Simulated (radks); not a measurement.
Results of a calculation; reference values are marked as such.
Task: Ionisation of the cobalt ion Co+, [Ar] 3d8, to Co2+, [Ar] 3d7, under several functionals. Non-relativistic Kohn-Sham, spin-polarised, spherical densities, point nucleus; open shells are filled with parallel spins first; a radial shooting solver on a logarithmic mesh with Libxc functionals. The NIST Atomic Spectra Database gives 17.084 eV (measured). Rank these functionals by the error of their Delta-SCF ionisation energy: OLYP; r2SCAN; BP86; exchange-only PBE; LDA (Slater exchange, Perdew-Zunger correlation); PBE; XLYP; revTPSS; Wu-Cohen GGA; exchange-only LDA.

Result: From best to worst: exchange-only PBE 17.051 eV (-0.033); exchange-only LDA 16.845 eV (-0.240); r2SCAN 17.601 eV (+0.516); revTPSS 17.697 eV (+0.612); OLYP 17.894 eV (+0.809); Wu-Cohen GGA 18.099 eV (+1.014); PBE 18.101 eV (+1.017); XLYP 18.219 eV (+1.135); BP86 18.235 eV (+1.150); LDA (Slater exchange, Perdew-Zunger correlation) 18.540 eV (+1.456). Open shells are spherical and high-spin; term and fine-structure splittings are not resolved.
